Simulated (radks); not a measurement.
Fractional charge and spin in the 5d shell of thallium: the spin-up occupation runs from 4 to 5 and the spin-down occupation from 4 to 5; the fullest corner is Tl+, [Xe] 4f14 6s2 5d(up 5, down 5). Calculated with a radial shooting solver on a logarithmic mesh with Libxc functionals: scalar-relativistic Kohn-Sham, PBE, spin-polarised, spherical densities, point nucleus. Energy (eV) minus the two flat planes that join the four corners (they meet along the diagonal where the two added fractions sum to one electron); zero is where a piecewise linear energy would lie.

down \ up,4,4.5,5
4,0.000,-1.776,0.000
4.5,-1.776,0.177,-1.631
5,0.000,-1.631,0.000

Corners above the fullest one (they belong to Tl2+ and the next ion): (up 5, down 4) 29.172 eV, (up 4, down 5) 29.172 eV, (up 4, down 4) 72.690 eV. With half an added electron in each spin the energy lies 0.177 eV from the planes, and with half an added electron in spin up alone -1.776 eV. The planes are only a guide here: the flat-plane condition holds for ground states with one frontier orbital, while this shell lies below other occupied shells, so the corners above the fullest one are inner-hole states and not the ground states of those ions.
